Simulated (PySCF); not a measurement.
C7H6FO (doublet state).
Z-matrix (Å and degrees, GFN2-xTB geometry), rows numbered from 1:
```
O 
C   1  1.2155
C   2  1.4460  1  124.54
C   3  1.4211  2  120.62  1     0.12
C   4  1.3484  3  122.15  2   179.89
C   5  1.4864  4  122.44  3     0.06
C   6  1.4844  5  113.61  4     0.04
C   7  1.3501  6  121.29  5    -0.17
F   8  1.3494  3  118.11  2     0.03
H   2  1.1043  1  120.92  3  -179.99
H   4  1.0801  3  116.34  2    -0.06
H   5  1.0795  4  120.85  3  -179.91
H   6  1.1004  5  109.66  4   123.06
H   6  1.1004  5  109.62  4  -122.87
H   7  1.0788  6  118.51  5   179.93
```

The hyperfine couplings belong to this conformer and change with its torsions.

The species is `[CH]1CC=C(F)C(C=O)=C1` [radical].

Method: UKS B3LYP, pcH-1 on C F H O, non-relativistic, mean-field spin-orbit, GIAO (PySCF 2.14.0). Geometry: GFN2-xTB, one conformer, isolated molecule. The geometry wasn't refined by DFT: couplings that depend on bond lengths, twists or pyramidal angles can differ widely from those at the functional's own minimum. No stability test was run, so a lower SCF solution isn't excluded. ⟨S²⟩ is 0.778 where a pure state has 0.75.

(1) Match the computed a_iso(1H) values +135.1, -24.1, -21.0, +7.1, -1.8 MHz (means over equivalent nuclei) with the sites H10; H11; H12; H13/H14; H15.

Results:

(1) 
```tsv
site	a_iso (MHz)	ρ(0) (bohr⁻³)	position	distance from C3 (Å)	bound to	spin population there	largest |T| (MHz)
H10	-1.8	-0.0004	2 bonds from C3	2.15	C2	-0.06	4.8
H11	+7.1	+0.0016	2 bonds from C5, on C4 of spin population -0.14	2.13	C4	-0.14	5.0
H12	-21.0	-0.0047	1 bond from C5	3.41	C5	+0.32	13.2
H13/H14	+135.1	+0.0302	2 bonds from C7	3.68	C6	-0.07	4.5
H15	-24.1	-0.0054	1 bond from C7	3.41	C7	+0.37	15.1
```

ρ(0) is the spin density at the nucleus and T the dipolar tensor; entries for several nuclei are means. The largest Mulliken spin populations are on C3 (+0.46), C7 (+0.37), C5 (+0.32) and O1 (+0.20). Four atoms exceed +0.15. Main spin sites, with 60 % or more of the largest population: C3, C5, C7; positions count bonds from the nearest.

β density exceeds α density at some nuclei, such as C8 (-0.0324), C4 (-0.0250) and C6 (-0.0243), spin density in bohr⁻³. In a single determinant that takes different orbitals for the two spins, that is spin polarisation.

Nuclei that the bonding pattern makes equivalent are averaged, as if the motion that swaps them (rotation, inversion, ring flip) were fast.

C5, the radical centre as drawn in `O=CC1=C[CH]CC=C1F`, holds a spin population of +0.32 out of 1.
